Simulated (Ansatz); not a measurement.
Compare A (`OB(S)[SiH2]Cl`) with its isomer B (`[SiH3]OB(S)Cl`).

Gas-phase electronic energies from Ansatz, PBE0-D4/def2-TZVP geometries. CCSD(T)/CBS adds triple-zeta CCSD(T) − MP2 to the extrapolated MP2 energy (def2 sets, frozen cores). Functionals use def2-TZVPP. B3LYP here is the variant with VWN-RPA as its local correlation; programs differ in this. One conformer a species, not always the lowest.

(1) Which is lower in electronic energy at CCSD(T)/CBS, and by how much? (An estimate is asked.)

(2) Give E(B) − E(A) in kJ/mol with r2SCAN-D4, B3LYP-D4, CCSD/def2-TZVPP, B3LYP, B2PLYP, HF/def2-TZVPP, CCSD(T)/def2-TZVPP. (Best estimate.)

Largest T1 diagnostic: 0.013.

## Answers

(1) Ansatz gave: B, by 94.8 kJ/mol.

(2) The calculation gave: r2SCAN-D4 -91.3, B3LYP-D4 -95.5, CCSD/def2-TZVPP -99.9, B3LYP -95.3, B2PLYP -99.4, HF/def2-TZVPP -117.2, CCSD(T)/def2-TZVPP -97.6. None reverses the order clearly.

In def2-TZVPP, CCSD(T) changes the Hartree–Fock value by +19.6 kJ/mol (the triples alone add +2.3 kJ/mol) and MP2 by +14.0 kJ/mol. From PBE to PBE0 (25 % exact exchange), in def2-TZVPP and without D4, E(B) − E(A) moves by −7.2 kJ/mol.
